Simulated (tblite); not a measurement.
Species: C3H6BFO3.
Numbering: `[OH:1][B:2]1[O:3][CH2:4][C@@H:5]([CH2:6][F:7])[O:8]1` (hydrogens: H9 on O1; H10, H11 on C4; H12 on C5; H13, H14 on C6)

Computed with GFN2-xTB (tblite), gas phase: L-BFGS steps from a force-field or distance-geometry start until the largest atomic force falls under 0.01 eV/Å.

Step 30: E = -755.6609 eV
```
atom  x, y, z in Å  |  force x, y, z in eV/Å
O1      2.7664    1.2139    0.5644    0.300   0.222   0.142
B2      1.6673    0.4600    0.5124    0.156   0.337   0.075
O3      1.5361   -0.7146    1.2137   -0.366   0.103  -0.276
C4      0.1926   -1.1265    1.0648   -0.188  -0.028   0.048
C5     -0.3882   -0.2504   -0.0903   -0.116  -0.156   0.053
C6     -1.8115    0.2376    0.2186    0.089  -0.092   0.009
F7     -2.4176    0.8231   -0.8651    0.268  -0.034   0.091
O8      0.5371    0.8075   -0.2027   -0.052  -0.117   0.080
H9      2.7313    2.0960    0.1848   -0.112  -0.318  -0.078
H10    -0.3428   -0.9030    2.0002    0.036  -0.056  -0.033
H11     0.1488   -2.2062    0.8849    0.051   0.172  -0.134
H12    -0.3855   -0.7921   -1.0469   -0.090  -0.024   0.033
H13    -1.7930    0.9795    1.0283   -0.054  -0.084  -0.140
H14    -2.4419   -0.6253    0.4707    0.080   0.076   0.131
```

Step 31: E = -755.6842 eV
```
atom  x, y, z in Å  |  force x, y, z in eV/Å
O1      2.7634    1.2201    0.5780    0.174   0.018   0.174
B2      1.6544    0.4768    0.5402    0.236   0.271  -0.042
O3      1.5289   -0.7057    1.2254   -0.369   0.087  -0.209
C4      0.1912   -1.1281    1.0616   -0.200  -0.021   0.042
C5     -0.3895   -0.2494   -0.0888   -0.005  -0.117   0.119
C6     -1.8090    0.2374    0.2238    0.109  -0.112  -0.032
F7     -2.3973    0.8209   -0.8677    0.134  -0.010   0.072
O8      0.5249    0.8194   -0.1812    0.059  -0.100   0.028
H9      2.7356    2.0647    0.1307   -0.087  -0.067  -0.100
H10    -0.3554   -0.9194    1.9925    0.032  -0.065   0.002
H11     0.1560   -2.2020    0.8623    0.071   0.086  -0.097
H12    -0.3740   -0.7900   -1.0499   -0.125   0.078   0.112
H13    -1.7967    0.9817    1.0330   -0.018  -0.112  -0.171
H14    -2.4332   -0.6270    0.4781   -0.012   0.063   0.103
```

Step 32: E = -755.6862 eV
```
atom  x, y, z in Å  |  force x, y, z in eV/Å
O1      2.7600    1.2335    0.6082    0.023   0.808  -0.484
B2      1.6512    0.4881    0.5710    0.120   0.077  -0.082
O3      1.5182   -0.7080    1.2319   -0.200   0.098  -0.073
C4      0.1848   -1.1351    1.0589   -0.114   0.026  -0.011
C5     -0.3879   -0.2508   -0.0858    0.097  -0.023   0.101
C6     -1.8020    0.2380    0.2254    0.074  -0.082  -0.030
F7     -2.3832    0.8197   -0.8676    0.048   0.007  -0.012
O8      0.5220    0.8251   -0.1549    0.108  -0.033  -0.063
H9      2.7181    2.0437    0.0582    0.021  -0.811   0.546
H10    -0.3652   -0.9395    1.9873   -0.020  -0.050   0.062
H11     0.1584   -2.2029    0.8452    0.068  -0.027  -0.093
H12    -0.3596   -0.7785   -1.0556   -0.147   0.103   0.168
H13    -1.7904    0.9876    1.0276    0.012  -0.095  -0.118
H14    -2.4251   -0.6213    0.4881   -0.091   0.001   0.089
```

Problem. Estimate the geometry and energy of step 33. (The exact step hangs on the optimiser's Hessian estimate; all steps are aligned on step 32, rigid shifts and turns removed.)

Solution. E = -755.6978 eV, largest force 0.474 eV/Å
```
atom  x, y, z in Å  |  force x, y, z in eV/Å
O1      2.7753    1.2272    0.5905   -0.076  -0.343   0.312
B2      1.6466    0.5101    0.5677    0.037  -0.117  -0.136
O3      1.5033   -0.6832    1.2294    0.061   0.008   0.129
C4      0.1786   -1.1264    1.0594    0.007  -0.011  -0.014
C5     -0.3936   -0.2534   -0.0822    0.125   0.104   0.068
C6     -1.8039    0.2298    0.2282    0.005  -0.036  -0.034
F7     -2.3681    0.8188   -0.8668   -0.079   0.015  -0.079
O8      0.5106    0.8286   -0.1582    0.136   0.104  -0.137
H9      2.7512    2.0225    0.0771   -0.016   0.387  -0.273
H10    -0.3706   -0.9435    1.9890   -0.053  -0.059   0.080
H11     0.1730   -2.1900    0.8317    0.039  -0.104  -0.041
H12    -0.3706   -0.7857   -1.0484   -0.113   0.117   0.132
H13    -1.8075    0.9749    1.0310    0.067  -0.034  -0.042
H14    -2.4250   -0.6300    0.4895   -0.140  -0.031   0.035
```

The energy changes by -0.0116 eV. The first-order estimate −F·Δx gives -0.0450 eV and the mean of the old and new forces, exact on a quadratic surface, -0.0109 eV. The step makes an angle of 66° with the force vector and moves no atom by more than 0.044 Å.

The cost below is that of the whole relaxation. The run took 0.71 s wall on Intel Xeon at 2.70 GHz, one thread, shared host with 64 logical CPUs at a one-minute load of 58.
